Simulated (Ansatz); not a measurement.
Start from `[OH][In]([SH])[Br]` and change one element to get `[OH][Ga]([SH])[Br]`.

Ansatz, PBE0-D4/def2-TZVP geometries, multiplicity 1. Each molecule was computed in one conformer, which needn't be the lowest.

Elements past krypton have def2 core potentials. Scalar relativity is left out up to krypton.

```csv
property,`[OH][In]([SH])[Br]`
LUMO energy (PBE0/def2-TZVPP) / eV,-2.17
HOMO–LUMO gap (PBE/def2-TZVPP) / eV,3.75
size of the dipole moment (ωB97M-V/def2-TZVPP) / D,0.77
size of the dipole moment (PBE/def2-TZVPP) / D,0.88
LUMO energy (B3LYP/def2-TZVPP) / eV,-2.48
LUMO energy (PBE/def2-TZVPP) / eV,-3.02
```

(1) What does the change do to each property? (Best estimate.)

Answers

(1) Computed: 
```
                                          property  `[OH][Ga]([SH])[Br]`  shift
                LUMO energy (PBE0/def2-TZVPP) / eV                 -1.30   0.87
               HOMO–LUMO gap (PBE/def2-TZVPP) / eV                  4.64   0.89
size of the dipole moment (ωB97M-V/def2-TZVPP) / D                  2.69   1.92
    size of the dipole moment (PBE/def2-TZVPP) / D                  2.59   1.71
               LUMO energy (B3LYP/def2-TZVPP) / eV                 -1.62   0.86
                 LUMO energy (PBE/def2-TZVPP) / eV                 -2.21   0.81
```

With PBE0 the HOMO falls by 0.09 eV and the LUMO rises by 0.87 eV, so the gap widens by about 0.96 eV. PBE moves the HOMO by -0.08 eV and ωB97M-V by -0.09 eV. Dipoles are sizes alone; their direction can turn.

B3LYP here is the variant with VWN-RPA as its local correlation; programs differ in this.

Spin–orbit coupling is left out; it splits and shifts lone-pair levels of the heavy atoms by tenths of an eV.
